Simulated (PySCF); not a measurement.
**Electron correlation in V (vanadium, neutral)**

[Ar] 3d3 4s2, high-spin 4F determinant. Computed with PySCF 2.14 in aug-cc-pwCVTZ-DK (10s9p7d4f3g, 127 functions), with scalar relativity by spin-free X2C-1e. Frozen: [Ar]; 5 electrons correlated.

MP2 pair energies summed by pair of shells (mhartree):

```csv
pair,energy,share (%)
4s-4s,-21.95,34.3
3d-4s,-21.10,33.0
3d-3d,-20.93,32.7
```

Total MP2 correlation energy: -63.98 mhartree.

Same-spin part -29.68 and opposite-spin part -34.30 mhartree; SCS-MP2 scales them by 1/3 and 6/5 to -51.05 mhartree.
